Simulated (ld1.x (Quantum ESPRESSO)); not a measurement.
## Hf TM: all-electron and pseudo phase curves

Hf, norm-conserving Troullier–Martins (Kleinman–Bylander form), made with ld1.x (Quantum ESPRESSO) 7.5 (LDA (PZ), fully relativistic). Core [Kr] 4d10 4f14, reference 5s2 5p6 5d2 6s1.5 6p0.5. Waves: 5s (bound): rc 1.15 bohr; 5p (bound): rc 1.75 bohr; 5d (bound): rc 3.10 bohr. Local part: all-electron potential smoothed inside 1.32 bohr (lloc = -2). Core correction: none.

Open shells are filled in proportion to 2j + 1 (rel_dist='average').

Occupied shells without a wave of their own: 6p, 6s. They enter only through the test configuration that unscreens the potential.

The phase is arctan(r·u′/u) with u = r·R(r), unwrapped; energies in Ry, scanned from -7 to 5 Ry. A pole is an energy at which the radial function vanishes at the test radius. The pseudo phase is shifted by a multiple of π to meet the all-electron one at the reference energy, and phase errors are pseudo minus all-electron; the curves can meet again beyond the range given. Levels narrower than the energy grid can be missing from the lists of poles.

```tsv
channel	radius (bohr)	reference energy (Ry)	poles, all-electron	poles, pseudo	unbroken range about the reference energy with phases within 0.05 rad	phase error 1 Ry above the reference energy (rad)
s	3.33	-4.98	-4.97, 0.69	-4.97, 0.68	below 2.8	+0.000
p1/2	3.33	-3.09	-3.08, 1.53	-3.08, 1.48	below 3.1	-0.000
p3/2	3.33	-2.52	-2.49, 1.86	-2.49, 1.79	below 3.4	-0.000
d3/2	3.33	-0.28	0.01, 3.70	0.01, 3.96	below 1.2	+0.008
d5/2	3.33	-0.24	0.08, 3.79	0.08, 4.03	below 1.3	+0.007
```

Phases in the s channel:

| E (Ry) | all-electron | pseudo |
| --- | --- | --- |
| -7.00 | 1.451 | 1.451 |
| -6.48 | 1.445 | 1.445 |
| -5.96 | 1.439 | 1.439 |
| -5.44 | 1.431 | 1.431 |
| -4.92 | -1.707 | -1.707 |
| -4.40 | -1.727 | -1.727 |
| -3.88 | -1.740 | -1.740 |
| -3.36 | -1.757 | -1.757 |
| -2.84 | -1.780 | -1.780 |
| -2.32 | -1.814 | -1.814 |
| -1.80 | -1.871 | -1.871 |
| -1.28 | -1.995 | -1.996 |
| -0.76 | -2.479 | -2.483 |
| -0.24 | -4.184 | -4.190 |
| 0.28 | -4.604 | -4.606 |
| 0.80 | -4.734 | -4.735 |
| 1.32 | -4.817 | -4.819 |
| 1.84 | -4.905 | -4.910 |
| 2.36 | -5.059 | -5.071 |
| 2.88 | -5.581 | -5.646 |
| 3.40 | -7.122 | -7.180 |
| 3.92 | -7.572 | -7.587 |
| 4.44 | -7.705 | -7.713 |
| 4.96 | -7.771 | -7.777 |
